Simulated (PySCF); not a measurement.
SMILES [CH2]c1ccccc1, doublet, GFN2-xTB optimised geometry.

```
14

C     -1.43    -1.80     0.00
C     -0.71    -0.63     0.00
C     -1.36     0.64     0.00
C     -0.63     1.81     0.00
C      0.76     1.77     0.00
C      1.42     0.55     0.00
C      0.72    -0.63     0.00
H     -2.50    -1.80     0.01
H     -0.94    -2.76     0.01
H     -2.44     0.67     0.00
H     -1.14     2.76     0.00
H      1.32     2.69     0.00
H      2.50     0.53     0.00
H      1.23    -1.58     0.00
```

Density from unrestricted CAM-B3LYP/def2-TZVP (PySCF) at that geometry.

Minimum of the electron density along straight lines between bonded atoms, close to the bond critical point (lines longer than 1.1 times the sum of covalent radii, or with two minima, are not listed):

```csv
bond,length / Å,ρ at the minimum / e bohr⁻³,∇²ρ there / e bohr⁻⁵,position (fraction from the first atom)
C1–C2,1.379,0.328,-1.01,0.50
C2–C3,1.424,0.303,-0.88,0.50
C3–C4,1.371,0.333,-1.02,0.50
C4–C5,1.393,0.320,-0.96,0.50
C5–C6,1.393,0.320,-0.96,0.50
C2–C7,1.424,0.303,-0.88,0.50
C6–C7,1.371,0.333,-1.02,0.50
C1–H8,1.075,0.289,-1.04,0.65
C1–H9,1.075,0.289,-1.04,0.65
C3–H10,1.080,0.288,-1.04,0.65
C4–H11,1.081,0.288,-1.04,0.65
C5–H12,1.079,0.289,-1.04,0.65
C6–H13,1.081,0.288,-1.04,0.65
C7–H14,1.080,0.288,-1.04,0.65
```
